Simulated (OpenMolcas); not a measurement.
Ni3+: moving the ligands

Ni3+ with 5 ligands (fluoride) in trigonal bipyramidal coordination (D3h) at 1.91 Å, the axial distance 2.006 Å. A charge of +0.4 e stands 2.6 Å behind each ligand. Ligand basis ANO-RCC-VDZP.

```
Program             : OpenMolcas
Method              : CASSCF
Basis               : ANO-RCC-VDZP [5s4p2d1f]
Scalar Hamiltonian  : DKH2, point nucleus
Active space        : 7 electrons in 5 orbitals (3d)
State averaging     : 2S+1 = 4 even, 10 roots; 2S+1 = 2 even, 40 roots
Spin-orbit coupling : RASSI with atomic mean-field integrals over the reference wave functions
```

Runs around this geometry, states (labels of D3, the rotations of D3h). Energies in cm-1 above the lowest state or level, χT in cm3 K/mol.

```tsv
R (Å)	Axial / equatorial distance	Ground state	First state of that spin	First gap with spin-orbit (degeneracies)	χT at 300 K	First state of another spin
1.75	1.05	4A2	4A1 3500	118.8 (2, 2)	2.473	2E 13791
1.91	1.05	4A2	4A1 1997	162.5 (2, 2)	2.865	2E 16775
1.84	1.103	4A2	4A1 3093	148.8 (2, 2)	2.730	2E 17744
```

Taking the first state of the same spin as R^-n, n = -ln(1997 / 3500) / ln(1.91 / 1.75) = 6.4 between the shortest and longest distance.

Without dynamic correlation the repulsion within the d shell is too large (B by tens of per cent), so at a given field states of lower spin stand too high. Ligand-to-metal charge-transfer states are missing. With no ligand orbital active B as a rule stays too high, so bands that hang on it stand too high and its fall with covalency is understated. With metal d orbitals alone and no dynamic correlation the field as a rule comes out too small, by tens of per cent, by up to half for chloride and softer ligands, and the orbital part of g and χT, which goes as 1/10Dq, too large. This shell can be high or low spin here, a state of another spin lies low, and with metal d orbitals alone active their balance is uncertain, so the ground spin may be wrong (holds for R = 1.75, ratio = 1.05). CASSCF with metal d orbitals alone favours high spin, so a ground state of lower spin is not ruled out (holds for R = 1.91, ratio = 1.05; R = 1.84, ratio = 1.103). No measured value stands beside these numbers; the geometry is a model, was not optimised and need not be the one that this ion takes.
